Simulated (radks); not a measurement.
Question: Species: Tc. Configuration: [Kr] 5s2 4d(up 5, down 0) (the NIST ground configuration). Calculated with a radial shooting solver on a logarithmic mesh with Libxc functionals: scalar-relativistic Kohn-Sham, PBE, spin-polarised, spherical densities, point nucleus. Some entries of the table are withheld. Estimate them.

orbital  occ.  eigenvalue (hartree)  r(max) (bohr)
1s down     1             -766.8910        0.02228
1s up       1             -766.8907        0.02228
2s up       1             -109.4065         0.1262
2s down     1             -109.3840         0.1262
2p up       3             -97.91175         0.1008
2p down     3             -97.89500         0.1008
3s up       1             -19.04484         0.3723
3s down     1             -19.03331         0.3724
3p up       3             -15.27312         0.3657
3p down     3             -15.26001         0.3658
3d up       5              -9.17273         0.3114
3d down     5              -9.15210         0.3116
4s up       1                   (1)         0.9515
4s down     1                   (2)         0.9464
4p up       3              -1.70705            (3)
4p down     3              -1.58250            (4)
4d up       5              -0.28764          1.274
5s up       1              -0.20359          2.676
4d down     0              -0.16693          1.270
5s down     1              -0.15591          2.880

Answer: 
(1) 4s up eigenvalue (hartree): -2.73262
(2) 4s down eigenvalue (hartree): -2.61752
(3) 4p up r(max) (bohr): 1.026
(4) 4p down r(max) (bohr): 1.019
